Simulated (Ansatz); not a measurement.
Relaxation of the cluster Na6Cu⁻ with RKS B3LYP-D4/def2-SVPD.

```sh
$ ansatz run in.yaml --threads 4 --pin off --events-out ev --progress --plain --max-ram 4787MiB
```

```yaml
crystal:
  periodic: [false, false, false]
  atoms:
    - {symbol: Cu, position_ang: [1.125170, -1.326640, 1.035060]}
    - {symbol: Na, position_ang: [-0.902980, -0.060370, -2.377640]}
    - {symbol: Na, position_ang: [1.311900, 1.853300, -0.255400]}
    - {symbol: Na, position_ang: [-1.572000, -1.738880, 0.349040]}
    - {symbol: Na, position_ang: [2.003400, -0.994130, -1.575270]}
    - {symbol: Na, position_ang: [-1.998100, 1.544860, 0.266820]}
    - {symbol: Na, position_ang: [0.032600, 0.721870, 2.557390]}
basis:
  gaussian: {orbitals: def2-SVPD}
total_charge: -1
hamiltonian: {xc: {name: B3LYP}, dispersion: d4}
scf: {lower_state_search: "off"}
output: {orbitals: {seedname: orbitals}}
relax: {f_tol: 0.02, max_steps: 100}
```

Hardware: 4 threads of AMD EPYC 7B13 on a shared host. Wall time 2.3 min.

Positions (Å) and forces (eV/Å) at steps 1, 2, 3, 4, 5, 6, 7, 8, 9, 10, 11, 12, 13, 14, 15, 16, 17, 18, 19, 20, 21, 22, 23, 24, 25, 26, 28, 31, 34, 37, 40, 41, 43, 46 of 46:

```xyz
7
step=1 energy=-71128.3490 eV
Cu    1.125   -1.327    1.035   -0.057   -0.032   -0.009
Na   -0.903   -0.060   -2.378   -0.200   -0.088   -0.316
Na    1.312    1.853   -0.255    0.328    0.328    0.051
Na   -1.572   -1.739    0.349    0.004   -0.171    0.067
Na    2.003   -0.994   -1.575    0.175   -0.167   -0.050
Na   -1.998    1.545    0.267   -0.289    0.155    0.032
Na    0.033    0.722    2.557    0.038   -0.025    0.225
7
step=2 energy=-71128.5169 eV
Cu    1.095   -1.307    1.024   -0.067    0.090   -0.056
Na   -0.941   -0.093   -2.429    0.020   -0.073   -0.249
Na    1.387    1.915   -0.232    0.297   -0.009   -0.013
Na   -1.592   -1.791    0.339    0.069   -0.300    0.050
Na    2.023   -1.013   -1.585    0.094   -0.065   -0.006
Na   -2.024    1.548    0.275   -0.545    0.400    0.096
Na    0.052    0.739    2.608    0.130   -0.043    0.178
7
step=3 energy=-71128.5200 eV
Cu    1.037   -1.270    1.001   -0.100    0.123   -0.061
Na   -0.994   -0.155   -2.541   -0.001    0.048    0.065
Na    1.551    2.017   -0.202   -0.092   -0.153    0.037
Na   -1.624   -1.928    0.325    0.097    0.051    0.027
Na    2.067   -1.045   -1.605    0.011    0.005    0.035
Na   -2.140    1.610    0.304    0.075   -0.048   -0.017
Na    0.103    0.771    2.717    0.010   -0.025   -0.086
7
step=4 energy=-71128.5524 eV
Cu    1.042   -1.204    0.964   -0.048    0.109   -0.065
Na   -0.978   -0.100   -2.515    0.013    0.021    0.066
Na    1.480    1.944   -0.219   -0.061   -0.137    0.048
Na   -1.592   -1.888    0.369    0.039    0.003   -0.004
Na    2.110   -1.095   -1.620   -0.004    0.010    0.011
Na   -2.126    1.608    0.299    0.050   -0.024   -0.017
Na    0.065    0.734    2.721    0.012    0.017   -0.040
7
step=5 energy=-71128.5099 eV rejected
Cu    1.030   -1.041    0.873    0.012   -0.010   -0.040
Na   -0.949   -0.012   -2.458   -0.013   -0.066    0.000
Na    1.357    1.795   -0.223    0.152    0.129    0.023
Na   -1.549   -1.846    0.428   -0.057   -0.091   -0.036
Na    2.188   -1.189   -1.660   -0.025   -0.018   -0.020
Na   -2.084    1.593    0.288   -0.067    0.019    0.000
Na    0.007    0.699    2.753   -0.002    0.038    0.075
7
step=6 energy=-71128.5756 eV
Cu    1.017   -1.127    0.917   -0.026    0.096   -0.056
Na   -0.970   -0.080   -2.487    0.022    0.013    0.058
Na    1.453    1.892   -0.205   -0.037   -0.111    0.038
Na   -1.583   -1.893    0.378    0.002   -0.026   -0.007
Na    2.131   -1.122   -1.633   -0.001    0.010   -0.011
Na   -2.104    1.594    0.295    0.032   -0.010   -0.015
Na    0.055    0.737    2.735    0.007    0.029   -0.007
7
step=7 energy=-71128.5955 eV
Cu    0.991   -1.048    0.869   -0.032    0.062   -0.046
Na   -0.960   -0.067   -2.454    0.027    0.005    0.043
Na    1.432    1.834   -0.184   -0.007   -0.054    0.016
Na   -1.585   -1.911    0.381   -0.009   -0.042   -0.001
Na    2.149   -1.139   -1.651    0.005    0.003   -0.022
Na   -2.078    1.578    0.289    0.011    0.001   -0.009
Na    0.051    0.753    2.751    0.004    0.025    0.018
7
step=8 energy=-71128.5372 eV rejected
Cu    0.918   -0.947    0.791   -0.039   -0.001   -0.028
Na   -0.930   -0.058   -2.399    0.027   -0.005    0.029
Na    1.424    1.781   -0.165    0.032    0.051   -0.020
Na   -1.607   -1.966    0.389   -0.026   -0.048    0.000
Na    2.185   -1.152   -1.687    0.002   -0.004    0.001
Na   -2.041    1.555    0.287   -0.009    0.004   -0.001
Na    0.053    0.787    2.784    0.014    0.003    0.019
7
step=9 energy=-71128.5737 eV rejected
Cu    0.952   -1.003    0.830   -0.208   -0.953    0.321
Na   -0.940   -0.064   -2.421   -0.784   -0.637   -0.726
Na    1.433    1.815   -0.178    2.249    2.660   -0.121
Na   -1.599   -1.947    0.383   -0.021   -0.045    0.001
Na    2.162   -1.142   -1.666    0.185   -0.700   -0.368
Na   -2.065    1.571    0.287   -1.083   -0.079    0.141
Na    0.056    0.770    2.766   -0.337   -0.246    0.752
7
step=10 energy=-71128.6004 eV
Cu    0.969   -1.028    0.850   -0.033    0.066   -0.044
Na   -0.953   -0.070   -2.440    0.027    0.007    0.045
Na    1.447    1.837   -0.180   -0.014   -0.055    0.014
Na   -1.593   -1.933    0.381   -0.011   -0.037    0.000
Na    2.155   -1.142   -1.661    0.005    0.004   -0.013
Na   -2.076    1.574    0.289    0.018   -0.004   -0.008
Na    0.052    0.762    2.762    0.008    0.018    0.005
7
step=11 energy=-71128.6088 eV
Cu    0.926   -0.986    0.810   -0.033    0.063   -0.041
Na   -0.939   -0.076   -2.410    0.028    0.010    0.046
Na    1.475    1.845   -0.173   -0.027   -0.052    0.009
Na   -1.610   -1.972    0.384   -0.014   -0.028    0.001
Na    2.166   -1.150   -1.677    0.006    0.007   -0.001
Na   -2.074    1.566    0.288    0.027   -0.010   -0.005
Na    0.055    0.773    2.779    0.013    0.009   -0.009
7
step=12 energy=-71128.6204 eV
Cu    0.852   -0.934    0.744   -0.038    0.052   -0.043
Na   -0.912   -0.094   -2.366    0.031    0.012    0.050
Na    1.501    1.871   -0.175   -0.044   -0.050    0.003
Na   -1.657   -2.018    0.391   -0.009   -0.015    0.000
Na    2.201   -1.150   -1.679    0.008    0.007    0.005
Na   -2.062    1.549    0.296    0.036   -0.014   -0.008
Na    0.078    0.776    2.787    0.017    0.007   -0.007
7
step=13 energy=-71128.6371 eV
Cu    0.730   -0.875    0.644   -0.035    0.051   -0.035
Na   -0.865   -0.123   -2.301    0.030    0.017    0.043
Na    1.511    1.923   -0.193   -0.066   -0.061   -0.003
Na   -1.742   -2.066    0.396   -0.005    0.000   -0.001
Na    2.267   -1.148   -1.656    0.009    0.010    0.014
Na   -2.040    1.518    0.318    0.042   -0.015   -0.014
Na    0.139    0.770    2.793    0.026   -0.001   -0.004
7
step=14 energy=-71128.5801 eV rejected
Cu    0.593   -0.814    0.541    0.140   -0.033    0.291
Na   -0.814   -0.153   -2.241   -0.403    0.023   -0.813
Na    1.508    1.987   -0.224    0.117    0.114    0.173
Na   -1.839   -2.112    0.387   -0.059   -0.112    0.183
Na    2.339   -1.145   -1.608    0.182   -0.042    0.074
Na   -2.013    1.476    0.348   -0.015    0.067    0.098
Na    0.227    0.761    2.796    0.037   -0.018   -0.005
7
step=15 energy=-71128.6461 eV
Cu    0.662   -0.834    0.604   -0.036    0.014   -0.044
Na   -0.859   -0.129   -2.321    0.034    0.011    0.059
Na    1.485    1.930   -0.197   -0.051   -0.028   -0.021
Na   -1.787   -2.089    0.402    0.009    0.016   -0.010
Na    2.311   -1.141   -1.621   -0.010    0.008    0.021
Na   -2.009    1.496    0.328    0.036   -0.020   -0.016
Na    0.198    0.767    2.804    0.018   -0.001    0.012
7
step=16 energy=-71128.6236 eV rejected
Cu    0.583   -0.798    0.558   -0.271   -0.842    0.220
Na   -0.852   -0.128   -2.344   -0.719   -0.682   -0.647
Na    1.440    1.945   -0.216    2.008    2.839   -0.172
Na   -1.826   -2.106    0.402   -0.002   -0.007   -0.017
Na    2.346   -1.137   -1.565    0.237   -0.853   -0.354
Na   -1.959    1.463    0.334   -0.959   -0.114    0.141
Na    0.268    0.760    2.831   -0.294   -0.340    0.829
7
step=17 energy=-71128.6500 eV
Cu    0.621   -0.823    0.581   -0.019    0.038   -0.030
Na   -0.855   -0.132   -2.327    0.037    0.013    0.061
Na    1.473    1.953   -0.208   -0.058   -0.046   -0.019
Na   -1.805   -2.097    0.401   -0.004    0.012   -0.013
Na    2.324   -1.142   -1.595   -0.010    0.011    0.021
Na   -1.987    1.479    0.331    0.033   -0.019   -0.013
Na    0.229    0.762    2.818    0.021   -0.008   -0.008
7
step=18 energy=-71128.6538 eV
Cu    0.583   -0.804    0.558   -0.008    0.040   -0.023
Na   -0.849   -0.134   -2.330    0.039    0.014    0.058
Na    1.459    1.978   -0.223   -0.058   -0.055   -0.019
Na   -1.826   -2.105    0.399   -0.007    0.007   -0.014
Na    2.337   -1.146   -1.564   -0.009    0.012    0.021
Na   -1.967    1.461    0.334    0.021   -0.009   -0.009
Na    0.262    0.749    2.827    0.022   -0.010   -0.014
7
step=19 energy=-71128.6083 eV rejected
Cu    0.527   -0.770    0.524    0.754   -0.646    0.037
Na   -0.837   -0.137   -2.331    0.205   -0.217   -0.348
Na    1.435    2.016   -0.251    0.742    0.074   -0.160
Na   -1.859   -2.116    0.391    0.023   -0.933   -0.001
Na    2.359   -1.155   -1.512   -0.005    0.010    0.020
Na   -1.942    1.436    0.342   -2.236    1.876   -0.080
Na    0.317    0.725    2.836    0.519   -0.164    0.532
7
step=20 energy=-71128.6571 eV
Cu    0.559   -0.789    0.544   -0.015    0.031   -0.025
Na   -0.838   -0.133   -2.323    0.038    0.017    0.054
Na    1.447    1.994   -0.242   -0.061   -0.058   -0.018
Na   -1.843   -2.114    0.387    0.002    0.014   -0.011
Na    2.350   -1.154   -1.536   -0.007    0.012    0.017
Na   -1.972    1.458    0.342    0.026   -0.010   -0.007
Na    0.296    0.738    2.827    0.017   -0.004   -0.010
7
step=21 energy=-71128.6601 eV
Cu    0.534   -0.772    0.525    0.003    0.012    0.018
Na   -0.821   -0.131   -2.309   -0.027    0.022   -0.080
Na    1.429    2.011   -0.266   -0.034   -0.032    0.011
Na   -1.859   -2.119    0.378   -0.005   -0.006    0.021
Na    2.367   -1.165   -1.506    0.025    0.003    0.025
Na   -1.980    1.457    0.352    0.023    0.000    0.012
Na    0.329    0.720    2.826    0.015    0.001   -0.007
7
step=22 energy=-71128.6632 eV
Cu    0.502   -0.765    0.512   -0.020    0.010   -0.009
Na   -0.814   -0.126   -2.324    0.014    0.016    0.010
Na    1.403    2.020   -0.286   -0.041   -0.030   -0.010
Na   -1.883   -2.129    0.367    0.009    0.016    0.001
Na    2.390   -1.166   -1.460    0.001    0.004    0.013
Na   -1.981    1.454    0.364    0.031   -0.016    0.001
Na    0.383    0.711    2.827    0.005   -0.001   -0.006
7
step=23 energy=-71128.6649 eV
Cu    0.453   -0.749    0.488   -0.035   -0.082    0.054
Na   -0.796   -0.115   -2.334   -0.098   -0.040   -0.157
Na    1.360    2.036   -0.324    0.146    0.269   -0.022
Na   -1.918   -2.142    0.350    0.006    0.004    0.029
Na    2.426   -1.173   -1.390    0.051   -0.087   -0.004
Na   -1.988    1.452    0.384   -0.042   -0.028    0.038
Na    0.463    0.691    2.826   -0.026   -0.036    0.063
7
step=24 energy=-71128.6670 eV
Cu    0.376   -0.715    0.447   -0.025    0.012   -0.005
Na   -0.777   -0.109   -2.354    0.028    0.020    0.043
Na    1.310    2.079   -0.376   -0.051   -0.049   -0.006
Na   -1.971   -2.165    0.326    0.043    0.047   -0.001
Na    2.475   -1.187   -1.283   -0.043    0.019    0.024
Na   -1.995    1.444    0.411    0.066   -0.039    0.000
Na    0.580    0.654    2.829   -0.018   -0.010   -0.055
7
step=25 energy=-71128.6682 eV
Cu    0.390   -0.721    0.455   -0.015    0.004   -0.002
Na   -0.780   -0.108   -2.352    0.017    0.015    0.014
Na    1.318    2.074   -0.369   -0.032   -0.030   -0.006
Na   -1.957   -2.158    0.332    0.029    0.026    0.002
Na    2.463   -1.187   -1.301   -0.025    0.010    0.020
Na   -1.988    1.440    0.408    0.034   -0.017    0.004
Na    0.554    0.659    2.827   -0.008   -0.008   -0.033
7
step=26 energy=-71128.6670 eV rejected
Cu    0.377   -0.718    0.450    0.148   -0.133   -0.003
Na   -0.773   -0.098   -2.359    0.061   -0.051   -0.093
Na    1.303    2.081   -0.384    0.123    0.010   -0.040
Na   -1.956   -2.155    0.332    0.017   -0.179   -0.005
Na    2.464   -1.193   -1.278   -0.021    0.006    0.016
Na   -1.980    1.432    0.417   -0.461    0.396    0.019
Na    0.565    0.650    2.822    0.132   -0.049    0.107
7
step=28 energy=-71128.6710 eV
Cu    0.332   -0.702    0.432    0.023    0.014   -0.011
Na   -0.749   -0.074   -2.375    0.018   -0.010    0.018
Na    1.259    2.098   -0.432    0.010   -0.004   -0.006
Na   -1.959   -2.167    0.319   -0.004   -0.020   -0.008
Na    2.475   -1.212   -1.199   -0.023    0.005    0.010
Na   -1.988    1.435    0.444   -0.032    0.025    0.005
Na    0.631    0.621    2.811    0.010   -0.010   -0.007
7
step=31 energy=-71128.6725 eV
Cu    0.242   -0.655    0.399    0.027    0.054   -0.003
Na   -0.706   -0.037   -2.395    0.004   -0.010    0.026
Na    1.190    2.129   -0.509    0.002   -0.015    0.011
Na   -1.972   -2.201    0.272   -0.015   -0.006   -0.007
Na    2.481   -1.246   -1.051   -0.031    0.011    0.010
Na   -1.995    1.424    0.500    0.027   -0.026    0.000
Na    0.760    0.587    2.784   -0.014   -0.008   -0.038
7
step=34 energy=-71128.6775 eV
Cu    0.194   -0.526    0.349    0.003    0.031   -0.015
Na   -0.716   -0.008   -2.407    0.001    0.001    0.017
Na    1.205    2.144   -0.527   -0.009   -0.022    0.008
Na   -1.877   -2.254    0.276   -0.001    0.000    0.000
Na    2.420   -1.314   -0.969   -0.004    0.001    0.000
Na   -2.006    1.422    0.513    0.013   -0.010   -0.007
Na    0.780    0.536    2.765   -0.003   -0.001   -0.003
7
step=37 energy=-71128.6812 eV
Cu    0.168   -0.375    0.278   -0.003   -0.001   -0.009
Na   -0.754    0.019   -2.417    0.001   -0.003   -0.002
Na    1.241    2.147   -0.522    0.006    0.008   -0.001
Na   -1.726   -2.288    0.338    0.000   -0.001    0.003
Na    2.354   -1.389   -0.927    0.002   -0.002    0.004
Na   -2.032    1.442    0.476   -0.007    0.002    0.005
Na    0.748    0.444    2.773    0.001   -0.004   -0.001
7
step=40 energy=-71128.6860 eV
Cu    0.070   -0.070    0.121   -0.018   -0.075    0.054
Na   -0.809    0.041   -2.477   -0.010   -0.028   -0.053
Na    1.370    2.220   -0.547    0.042    0.029    0.003
Na   -1.416   -2.357    0.446    0.027    0.066   -0.007
Na    2.197   -1.529   -0.742   -0.013    0.019    0.009
Na   -2.157    1.497    0.471   -0.018   -0.009    0.031
Na    0.745    0.199    2.728   -0.010   -0.004   -0.036
7
step=41 energy=-71128.6888 eV
Cu    0.059   -0.093    0.130    0.013   -0.041    0.016
Na   -0.774    0.023   -2.500   -0.007   -0.012   -0.018
Na    1.350    2.234   -0.572    0.008   -0.008    0.011
Na   -1.477   -2.339    0.409    0.031    0.050   -0.003
Na    2.219   -1.519   -0.721   -0.027    0.022    0.018
Na   -2.154    1.472    0.536   -0.013    0.000    0.010
Na    0.777    0.222    2.718   -0.005   -0.010   -0.034
7
step=43 energy=-71128.6901 eV rejected
Cu   -0.036    0.096   -0.029    0.052   -0.091    0.046
Na   -0.770   -0.057   -2.623   -0.002   -0.016   -0.018
Na    1.447    2.288   -0.558    0.012   -0.001    0.009
Na   -1.356   -2.290    0.460    0.017    0.048   -0.013
Na    2.145   -1.550   -0.519   -0.040    0.039   -0.002
Na   -2.246    1.449    0.680   -0.024    0.010    0.017
Na    0.815    0.064    2.589   -0.016    0.010   -0.039
7
step=46 energy=-71128.6951 eV
Cu   -0.002    0.009    0.009   -0.001   -0.003   -0.003
Na   -0.779   -0.061   -2.600    0.000   -0.001    0.000
Na    1.421    2.263   -0.521    0.000    0.004    0.001
Na   -1.399   -2.280    0.474    0.001   -0.001    0.000
Na    2.179   -1.504   -0.596   -0.001   -0.001    0.000
Na   -2.208    1.471    0.628    0.001    0.002    0.000
Na    0.788    0.103    2.606    0.000    0.000    0.002
```

The restricted singlet is unstable towards broken spin symmetry in Hartree–Fock (as tested in another run); at B3LYP-D4/def2-SVPD this wasn't settled. The relaxation made no stability test and no search for a lower SCF solution. No other spin state of charge -1 was run. The structure comes from a short search, and lower isomers may exist.
